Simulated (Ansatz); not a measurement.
C3H13NSi2, SMILES CNC(C)([SiH3])[SiH3].

Coordinates come from a r2SCAN-D4/def2-SVP optimisation. This is a generated structure with no PubChem entry under its InChIKey; it may be hypothetical. Other conformers were not sampled.

Two levels are set side by side: PBE/def2-SVPD (Ansatz, an electronic-structure program) and CAM-B3LYP/def2-SVPD (Ansatz). Energy differences of separate SCF runs at the same geometry; the states with an electron removed or added have multiplicity 2 and 2. Differences are taken from unrounded values.

```csv
quantity,PBE
vertical ionisation energy (eV),8.32
vertical singlet–triplet gap (eV),5.22
```

Q: These are the PBE values. What does CAM-B3LYP give? (Estimate from the structure and the level; the computed values follow.)

A: 
```json
[
 {"quantity": "vertical ionisation energy (eV)", "CAM-B3LYP": "8.61", "PBE minus CAM-B3LYP": "-0.29"},
 {"quantity": "vertical singlet–triplet gap (eV)", "CAM-B3LYP": "5.86", "PBE minus CAM-B3LYP": "-0.64"}
]
```
